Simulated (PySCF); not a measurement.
FGa, singlet, geometry from GFN2-xTB (such geometries of metal compounds can be far from the true shape); PySCF with B3LYP/6-311G**.

The PySCF input:
```python
from pyscf import gto, scf, dft

mol = gto.Mole()
mol.atom = '''
    Ga   -0.000000   -0.000000   -0.404797
    F     0.000000    0.000000    1.394301
'''
mol.basis = '6-311g**'
mol.charge = 0
mol.spin = 0
mol.verbose = 4
mol.build()

mf = dft.RKS(mol)
mf.xc = 'b3lyp'
mf.grids.atom_grid = (30, 110)
mf.kernel()
```

Output, abridged:

```
PySCF version 2.14.0

[INPUT] verbose = 4
[INPUT] num. atoms = 2
[INPUT] num. electrons = 40
[INPUT] charge = 0
[INPUT] spin (= nelec alpha-beta = 2S) = 0
[INPUT] symmetry False subgroup None
[INPUT] Mole.unit = angstrom
[INPUT] Symbol           X                Y                Z      unit          X                Y                Z       unit  Magmom
[INPUT]  1 Ga     0.000000000000   0.000000000000  -0.404797000000 AA    0.000000000000   0.000000000000  -0.764955466046 Bohr   0.0
[INPUT]  2 F      0.000000000000   0.000000000000   1.394301000000 AA    0.000000000000   0.000000000000   2.634847025207 Bohr   0.0

nuclear repulsion = 82.0635906697023
number of shells = 26
number of NR pGTOs = 115
number of NR cGTOs = 62
basis = 6-311g**
ecp = {}

******** <class 'pyscf.dft.rks.RKS'> ********
method = RKS
initial guess = minao
damping factor = 0
level_shift factor = 0
DIIS = <class 'pyscf.scf.diis.CDIIS'>
diis_start_cycle = 1
diis_space = 8
diis_damp = 0
SCF conv_tol = 1e-09
SCF conv_tol_grad = None
SCF max_cycles = 50
direct_scf = True
direct_scf_tol = 1e-13
XC library pyscf.dft.libxc version 7.1.2
    S. Lehtola, C. Steigemann, M. J. T. Oliveira, and M. A. L. Marques,  SoftwareX 7, 1–5 (2018)
XC functionals = b3lyp
    P. J. Stephens, F. J. Devlin, C. F. Chabalowski, and M. J. Frisch,  J. Phys. Chem. 98, 11623 (1994)
radial grids:
    Treutler-Ahlrichs [JCP 102, 346 (1995); DOI:10.1063/1.469408] (M4) radial grids

becke partition: Becke, JCP 88, 2547 (1988); DOI:10.1063/1.454033
pruning grids: <function nwchem_prune>
grids dens level: 3
symmetrized grids: False
atomic radii adjust function: <function treutler_atomic_radii_adjust>
User specified grid scheme (30, 110)
small_rho_cutoff = 0
Set gradient conv threshold to 3.16228e-05
Initial guess from minao.
tot grids = 4888
init E= -2023.07536873687
  HOMO = -0.275126301829797  LUMO = -0.0603690768192289  gap/eV = 5.84384
cycle= 1 E= -2024.62994238148  delta_E= -1.55  |g|= 1.69  |ddm|= 1.01
  HOMO = -0.175077680359103  LUMO = -0.0521027306282023  gap/eV = 3.34632
cycle= 2 E= -2022.99683234303  delta_E= 1.63  |g|= 3.32  |ddm|= 1.77
  HOMO = -0.287143861996938  LUMO = -0.0596258983439645  gap/eV = 6.19108
cycle= 3 E= -2024.67846775918  delta_E= -1.68  |g|= 0.824  |ddm|= 1.63
  HOMO = -0.270887452682348  LUMO = -0.0561531526418192  gap/eV = 5.84322
cycle= 4 E= -2024.77845863411  delta_E= -0.1  |g|= 0.329  |ddm|= 0.483
  HOMO = -0.284530843199026  LUMO = -0.0626693351419789  gap/eV = 6.03716
cycle= 5 E= -2024.78680946769  delta_E= -0.00835  |g|= 0.0743  |ddm|= 0.148
  HOMO = -0.281813937667902  LUMO = -0.0608337011446897  gap/eV = 6.01318
cycle= 6 E= -2024.78717099572  delta_E= -0.000362  |g|= 0.0169  |ddm|= 0.0286
  HOMO = -0.28158141132051  LUMO = -0.0602642670684491  gap/eV = 6.02235
cycle= 7 E= -2024.78722786308  delta_E= -5.69e-05  |g|= 0.000894  |ddm|= 0.0103
  HOMO = -0.281717682685081  LUMO = -0.060344363779799  gap/eV = 6.02387
cycle= 8 E= -2024.7872279987  delta_E= -1.36e-07  |g|= 0.00016  |ddm|= 0.000673
  HOMO = -0.281705440846998  LUMO = -0.0603397210327356  gap/eV = 6.02367
cycle= 9 E= -2024.78722800239  delta_E= -3.69e-09  |g|= 3.06e-05  |ddm|= 9.41e-05
  HOMO = -0.281703967803047  LUMO = -0.0603397963502923  gap/eV = 6.02363
cycle= 10 E= -2024.78722800255  delta_E= -1.57e-10  |g|= 5.61e-06  |ddm|= 1.78e-05
  HOMO = -0.281704107069222  LUMO = -0.0603401320120287  gap/eV = 6.02362
Extra cycle  E= -2024.78722800253  delta_E= 1.82e-11  |g|= 1.19e-05  |ddm|= 1.02e-05
converged SCF energy = -2024.78722800253
```
